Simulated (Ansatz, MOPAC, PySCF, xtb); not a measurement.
Dimer: H2S (SMILES S) (first 3 atoms) with C3H6 (SMILES C=CC); geometry from B3LYP-D3(BJ)/def2-TZVP, rigid monomers moved along the line of their centres of mass till H2···C4 is 3.03 Å.
(charge 0, multiplicity 1):
```xyz
12

S      0.122     0.463     0.729
H      0.651     0.153     1.927
H      1.245     0.133     0.072
C      1.141     0.127     4.922
C      0.043    -0.612     4.812
C     -1.330    -0.081     4.552
H      1.108     1.207     4.833
H      2.109    -0.319     5.110
H      0.127    -1.692     4.910
H     -2.014    -0.357     5.360
H     -1.328     1.005     4.459
H     -1.744    -0.506     3.633
```

Interaction energies are E(AB) − E(A) − E(B) at the monomers' geometry in the complex; basis-set methods are counterpoise corrected.

The state that PM3 reach isn't checked.

Run with Ansatz (Gaussian basis) for Hartree–Fock, density functionals and correlated methods; MOPAC for PM3 (differences of heats of formation); PySCF for the dispersion terms; xtb for the GFN methods. Each number belongs to the level named beside it.

Problem. One of these levels gives -4.7 kJ/mol for the interaction energy. Which one is it?
(A) GFN1-xTB
(B) GFN2-xTB
(C) r2SCAN-D3(BJ)/def2-TZVPPD
(D) PM3

Solution. A, GFN1-xTB. The others give -1.1 (PM3), -7.2 (GFN2-xTB), -8.8 (r2SCAN-D3(BJ)/def2-TZVPPD)

Ansatz is a first-principles code.
